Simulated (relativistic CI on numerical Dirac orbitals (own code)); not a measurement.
## What each ingredient does to the levels of Tl7+

Base calculation: Dirac-Coulomb-Breit CI, orbitals from a KLI potential per configuration, QED by a radiative potential, unscaled Slater integrals.

CI space (outside the closed core [Kr] 4d10 4f14): 5s²5p⁶5d⁶, 5s²5p⁶5d⁵6s, 5s²5p⁶5d⁵5f, 5s²5p⁶5d⁴6s², 5s²5p⁶5d⁵6p, 5s²5p⁵5d⁷, 5s²5p⁶5d⁴6s6p, 5s²5p⁶5d⁵5g, 5s²5p⁶5d⁴6p², 5s²5p⁶5d⁵6d, 5s²5p⁴5d⁸, 5s²5p⁶5d⁵7p, 5s5p⁵5d⁸. Levels of other configurations are missing.

The lowest level and the first level of each name with at least 55 % of one term (blank where a level has no safe partner in the second run):

```
          Level  Base (cm⁻¹)  Shift (cm⁻¹)
  5s²5p⁶5d⁶ ⁵D4          0.0           0.0
  5s²5p⁶5d⁶ ⁵D3      13605.5         -47.2
  5s²5p⁶5d⁶ ⁵D0      16238.2         -26.9
  5s²5p⁶5d⁶ ⁵D1      17851.8         -49.2
  5s²5p⁶5d⁶ ³H6      33701.0         -37.8
  5s²5p⁶5d⁶ ¹S0      44659.4         -71.6
  5s²5p⁶5d⁶ ³D1      48004.2         -56.7
  5s²5p⁶5d⁶ ³D2      48970.3         -57.3
  5s²5p⁶5d⁶ ³D3      53707.9         -72.1
  5s²5p⁶5d⁶ ³P0      54938.8         -25.0
  5s²5p⁶5d⁶ ¹I6      60758.7         -88.3
  5s²5p⁶5d⁶ ³P1      64605.3        -115.0
  5s²5p⁶5d⁶ ³F4      80570.2        -100.7
  5s²5p⁶5d⁶ ³P2      93537.0        -131.9
5s²5p⁶5d⁵6s ⁷S3     181347.4        -731.3
5s²5p⁶5d⁵6s ⁵G4     220777.5        -733.6
5s²5p⁶5d⁵6s ⁵G6     222583.9        -741.3
5s²5p⁶5d⁵6s ⁵G5     223835.5        -745.5
5s²5p⁶5d⁵6s ⁵D0     234481.5        -758.6
5s²5p⁶5d⁵6s ³I6     245088.2        -767.4
5s²5p⁶5d⁵6s ³I7     250545.7        -779.5
```

At this charge configurations can still be misplaced by up to about 7 % of their energy. Terms inside the open d or f shell come out 10 to 20 % too wide with unscaled integrals. Levels and lines within the n = 5 or 6 shells can be off by up to 10 % or somewhat more, and those that change n by about 2 %, since core polarisation is missing.

Problem. One thing was changed in a second run, which moved the levels as shown. Which?
A. QED terms removed
B. Breit term removed
C. configuration mixing switched off

Solution. A. QED terms removed. QED shifts follow the density of s (and p1/2) electrons at the nucleus, so configurations move by their count of such electrons; where none moves, the smaller shifts of p3/2 electrons and of j = l + 1/2 against j = l − 1/2 set the pattern.

LS names give the leading component of a level, which can be under half, so a name can repeat, a term be missing and a line seem to break the LS rules.
